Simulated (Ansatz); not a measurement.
Ansatz (an electronic-structure program) input (CCSD(T)/def2-SVPD):

Ansatz 0.2 input:
```yaml
crystal:
  periodic: [false, false, false]
  atoms:
    - {symbol: Bi, position_ang: [0.01345539, -0.00795642, 0.23304759]}
    - {symbol: F, position_ang: [0.68809885, 1.27220662, -1.07573752]}
    - {symbol: F, position_ang: [-0.81218746, -1.19883070, -1.07347911]}
basis:
  gaussian:
    orbitals: def2-SVPD
total_charge: 1
magnetization: {spin_polarized: false}
correlation: {method: ccsd_t, electrons: outside_noble_gas}
output: {forces: true}
```

End of the output:

```
integrals: 0.07 GiB planned
849 factors; integrals over basis functions are off by at most 2.2e-4 eV
mean field: 0.23 GiB planned
mean field evaluation 1: about -11200.5700 eV, gradient 7.7e1 eV
mean field evaluation 2: about -11200.6676 eV, gradient 7.7e1 eV
mean field evaluation 4: about -11211.1785 eV, gradient 3.4e0 eV
mean field evaluation 8: about -11211.2701 eV, gradient 2.8e-1 eV
mean field evaluation 16: about -11200.5712 eV, gradient 7.7e1 eV
mean field -11211.27081534 eV, -412.0066031915 hartree, gradient 1.4e-6 eV, S^2 0.000000; 0 other end points of the search recorded, 0 dependent functions left out
11 core orbitals not correlated, not the lowest: weight in the atoms' cores, before any rotation towards them, 0.562 or more for the frozen orbitals, at most 0.433 for the correlated occupied ones
reference -11211.27081534 eV, -412.0066031915 hartree; 9, 9 occupied and 58, 58 virtual orbitals, 849 factors
densities: 0.26 GiB planned
second order -13.07605772 eV of doubles, -0.00000000 eV of singles
coupled cluster: 0.19 GiB planned
cycle   1  -12.51196723 eV  change    5.6e-1 eV  update   1.5e-1
cycle   2  -12.96440638 eV  change   -4.5e-1 eV  update   6.3e-2
cycle   3  -13.07567023 eV  change   -1.1e-1 eV  update   2.9e-2
cycle   4  -13.07782900 eV  change   -2.2e-3 eV  update   9.6e-3
cycle   5  -13.06785131 eV  change    1.0e-2 eV  update   4.4e-3
cycle   6  -13.06918641 eV  change   -1.3e-3 eV  update   1.6e-3
cycle   7  -13.07003611 eV  change   -8.5e-4 eV  update   5.9e-4
cycle   8  -13.06968805 eV  change    3.5e-4 eV  update   1.8e-4
cycle   9  -13.06965922 eV  change    2.9e-5 eV  update   7.1e-5
cycle  10  -13.06972941 eV  change   -7.0e-5 eV  update   2.2e-5
cycle  11  -13.06970572 eV  change    2.4e-5 eV  update   8.1e-6
cycle  12  -13.06970713 eV  change   -1.4e-6 eV  update   2.5e-6
perturbative correction -0.38943902 eV, -0.0143116199 hartree
the calculation of the forces begins
Total energy: -11224.72996149 eV, -412.5012176894 hartree
Atom 0 at     0.013455    -0.007956     0.233048 Å, force     0.092180    -0.054508     1.596559 eV/Å
Atom 1 at     0.688099     1.272207    -1.075738 Å, force     0.412009     0.781764    -0.798969 eV/Å
Atom 2 at    -0.812187    -1.198831    -1.073479 Å, force    -0.504189    -0.727256    -0.797590 eV/Å
Dipole moment:     0.054450    -0.032197     0.943077 e Å
```
